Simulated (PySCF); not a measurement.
## Polarisability and C₆ of Nb (niobium, neutral)

[Kr] 4d3 5s2, high-spin 4F determinant (an excited configuration). All numbers are calculated (PySCF 2.14, scalar relativity by spin-free X2C-1e, in x2c-TZVPPall with one added diffuse shell each of s, p, d, f type (9s7p7d3f1g, 95 functions)). Coupled (time-dependent) response in atomic units; α is the mean over directions.

| method | mean α (bohr³) | C₆ (like pair) | S(−4) |
| --- | --- | --- | --- |
| UHF | 159.4 | 2050 | 46990 |
| PBE | 104.1 | 1334 | 5426 |
| PBE0 | 109.7 | 1424 | 6258 |

S(−4) is the Cauchy moment in α(ω) = α(0) + S(−4) ω² + …

Spin-orbit coupling is absent.

α(iu) at PBE0:

```
u (hartree)  α(iu) (bohr³)
          0          109.7
     0.0500          96.79
      0.100          74.10
      0.200          41.89
      0.300          26.45
      0.500          14.02
      0.750          8.384
       1.00          5.786
       1.50          3.336
       2.00          2.185
       3.00          1.144
       5.00         0.4728
```

A single London oscillator, α(iu) = α/(1 + u²/ω²), gives C₆ = (3/4) ω α². Matching the computed C₆ needs ω = 4 × 1424 / (3 × 109.7²) = 0.158 hartree.
